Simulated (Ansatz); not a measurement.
Species: C₃H₉B, charge 0, singlet. C3H9B (trimethylborane, SMILES CB(C)C).
B3LYP-D3(BJ)/def2-TZVP minimum from Ansatz (an electronic-structure program):
```
B
C 1 1.5706
H 2 1.0915 1 115.17
H 2 1.0944 3 109.00 1 -126.74
H 2 1.0990 3 107.35 4 -113.22
C 1 1.5707 2 120.08 3 8.90
H 6 1.0916 1 115.16 2 166.29
H 6 1.0940 7 109.12 1 127.55
H 6 1.0994 7 107.14 8 113.30
C 1 1.5714 2 120.19 3 -171.58
H 10 1.0913 1 115.32 2 7.75
H 10 1.0955 11 108.64 1 -125.35
H 10 1.0978 11 107.84 12 -113.09
```
Charge 0, spin multiplicity 1.

Total energies in cc-pVDZ, 24 correlated electrons, 4 frozen orbitals. Open shells are spin-unrestricted; no spin-orbit coupling. Cores are frozen in correlated methods. No relativity.

| method | program | energy (Eh) | minus CCSDT(Q) (mEh) |
|---|---|---|---|
| HF | Ansatz | -143.55500 | 600.56 |
| MP2 | Ansatz | -144.07672 | 78.84 |
| CCSD | Ansatz | -144.13756 | 18.00 |
| CCSD(T) | Ansatz | -144.15356 | 2.00 |
| CCSDT(Q) | Ansatz | -144.15556 | 0.00 |
